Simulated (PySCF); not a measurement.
Compound: CH₂B₂Br₂F₂.
Numbering: `[F:1][B:2]([Br:3])[CH2:4][B:5]([F:6])[Br:7]` (hydrogens: H8, H9 on C4)

Computed by this run: PBE0-D3(BJ)/def2-SVP geometry optimisation, gas phase (PySCF); density fitting, grid level 1; the optimiser is geomeTRIC in internal coordinates, started from a GFN2-xTB structure with every atom displaced at random (about 0.01 Å).

Step 6: E = -147907.3186 eV
```
atom  x, y, z in Å  |  force x, y, z in eV/Å
F1      0.7363    1.8118   -0.9916    0.020  -0.016   0.001
B2      1.0290    0.6428   -0.4575    0.001   0.022   0.017
Br3     2.7570    0.4545    0.3494   -0.022   0.018  -0.002
C4     -0.0229   -0.5117   -0.4599    0.010  -0.055  -0.033
B5     -0.9939   -0.3115    0.7464   -0.029   0.016   0.043
F6     -0.6601   -0.7267    1.9514    0.010   0.006  -0.036
Br7    -2.6841    0.5740    0.5744    0.010  -0.002  -0.010
H8     -0.5816   -0.4679   -1.4069   -0.006  -0.004   0.016
H9      0.4806   -1.4830   -0.3392    0.006   0.016   0.003
```

Step 7: E = -147907.3190 eV
```
atom  x, y, z in Å  |  force x, y, z in eV/Å
F1      0.7319    1.8074   -1.0208    0.003  -0.070  -0.006
B2      1.0157    0.6461   -0.4644    0.055   0.066   0.011
Br3     2.7258    0.4825    0.3880   -0.033   0.012  -0.012
C4     -0.0242   -0.5184   -0.4662    0.015  -0.106  -0.028
B5     -0.9850   -0.3194    0.7489   -0.068   0.041   0.003
F6     -0.6621   -0.7693    1.9439    0.018   0.001  -0.025
Br7    -2.6449    0.6282    0.5935    0.023  -0.019   0.010
H8     -0.5866   -0.4900   -1.4116   -0.023   0.041   0.033
H9      0.4896   -1.4847   -0.3447    0.010   0.035   0.015
```

Question: Estimate the geometry and energy of step 8. (The exact step hangs on the optimiser's Hessian estimate; all steps are aligned on step 7, rigid shifts and turns removed.)

Answer: E = -147907.3202 eV, largest force 0.084 eV/Å
```
atom  x, y, z in Å  |  force x, y, z in eV/Å
F1      0.7314    1.7988   -1.0478    0.035  -0.060   0.003
B2      1.0113    0.6489   -0.4676    0.031   0.031  -0.010
Br3     2.7077    0.4956    0.4137   -0.031   0.033  -0.018
C4     -0.0242   -0.5198   -0.4685   -0.005  -0.082  -0.015
B5     -0.9825   -0.3222    0.7497   -0.032   0.020  -0.020
F6     -0.6617   -0.7952    1.9361   -0.002   0.008   0.008
Br7    -2.6275    0.6527    0.6090    0.024  -0.019   0.014
H8     -0.5893   -0.4939   -1.4121   -0.021   0.044   0.024
H9      0.4950   -1.4826   -0.3459    0.002   0.025   0.014
```

The energy changes by -0.0012 eV. The first-order estimate −F·Δx gives -0.0013 eV and the mean of the old and new forces, exact on a quadratic surface, -0.0010 eV. The step makes an angle of 84° with the force vector and moves no atom by more than 0.034 Å.

What follows is the cost of the whole optimisation. The run took 3.6 min of wall time on one thread, Arm Neoverse V2 (aarch64), shared host, and the process peaked at 0.69 GiB of memory.
